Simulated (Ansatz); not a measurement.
Cartesian coordinates in Å:
```
F 0.2375 0.9301 1.3185
C 1.2551 0.8850 0.4015
C 0.9255 0.0011 -0.7642
N -0.1190 -0.6568 -0.9705
Si -1.5840 -0.8273 -0.0355
H 1.4552 1.9026 0.0435
H 2.1619 0.5150 0.8959
H 1.7466 -0.0335 -1.4997
H -2.4635 -1.7443 -0.8021
H -1.3223 -1.4415 1.2924
H -2.2932 0.4696 0.1202
```

Charge 0, multiplicity 1.

Task: List the PBE/def2-TZVPP orbital energies in eV (Ansatz 0.2.0). (Best estimate.)

Result: The calculation gave: Occupied: -1779.56, -660.34, -380.25, -271.48, -270.74, -137.28, -94.03, -93.99, -93.98, -30.56, -22.65, -18.53, -14.99, -13.47, -12.80, -12.61, -11.61, -10.27, -9.25, -9.10, -8.73, -8.05, -7.54, -5.67. Lowest empty: -2.06, -0.14, 0.54, 0.96, 1.36, 1.51, 1.73, 1.87.
